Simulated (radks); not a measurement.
Results of a calculation; reference values are marked as such.
Spin polarisation of the 4d6 shell in the rhodium ion Rh3+. Start: [Kr] 4d(up 3, down 3); electrons of 4d are moved from spin down to spin up, other shells keep equal spins. Level of theory: scalar-relativistic Kohn-Sham, PBE, spin-polarised, spherical densities, finite nucleus; Fermi nuclear charge, rms radius of each element as measured or else 0.836 A^(1/3) + 0.57 fm (a radial shooting solver on a logarithmic mesh with Libxc functionals).

| moment (Bohr magnetons) | E - E(0) (eV) | e(4d up) (eV) | e(4d down) (eV) | 4p down minus up (eV) | 4s down minus up (eV) |
|---|---|---|---|---|---|
| 0 | 0.000 | -39.511 | -39.511 | 0.000 | 0.000 |
| 1 | -0.201 | -39.895 | -39.090 | 0.809 | 0.771 |
| 2 | -0.806 | -40.243 | -38.628 | 1.623 | 1.546 |
| 3 | -1.818 | -40.556 | -38.122 | 2.445 | 2.327 |
| 4 | -3.242 | -40.836 | -37.569 | 3.279 | 3.118 |

At moment 4 the spin-polarisation energy is -3.242 eV and the 4d exchange splitting 3.266 eV, that is 0.817 eV per Bohr magneton; E = -I m^2/4 would give I = 0.810 eV.
